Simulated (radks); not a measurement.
Species: the nickel ion Ni15+. Configuration: [Ne] 3s2 3p1. All-electron calculation, scalar-relativistic Kohn-Sham, BLYP, spin-polarised, spherical densities, finite nucleus; open shells are filled with parallel spins first; Fermi nuclear charge, rms radius 3.7757 fm. Program: a radial shooting solver on a logarithmic mesh with Libxc functionals. Some entries of the table are withheld. Estimate them.

orbital  occ.  eigenvalue (eV)  <r> (bohr)  <r^2> (bohr^2)
1s up       1        -8731.231     0.05408        0.003933
1s down     1        -8730.328     0.05407        0.003932
2s up       1        -1478.851      0.2423         0.06912
2s down     1        -1478.046      0.2422         0.06904
2p up       3        -1345.875      0.2124         0.05516
2p down     3        -1344.783      0.2123         0.05511
3s up       1        -520.4863      0.6247          0.4433
3s down     1        -515.7557      0.6253          0.4445
3p up       1        -479.5299      0.6168          0.4379
3p down     0        -474.8888      0.6174          0.4391
3d up       0              (1)      0.5685          0.3745
3d down     0              (2)      0.5677          0.3739
4s up       0              (3)       1.216           1.659
4s down     0              (4)       1.223           1.675
4p up       0              (5)       1.232           1.713
4p down     0              (6)       1.239           1.731
4f up       0        -210.9761       1.097           1.343
4f down     0        -208.4358       1.112           1.381

Answer. 
(1) 3d up eigenvalue (eV): -420.5509
(2) 3d down eigenvalue (eV): -416.6005
(3) 4s up eigenvalue (eV): -261.9706
(4) 4s down eigenvalue (eV): -260.5075
(5) 4p up eigenvalue (eV): -246.0248
(6) 4p down eigenvalue (eV): -244.6478
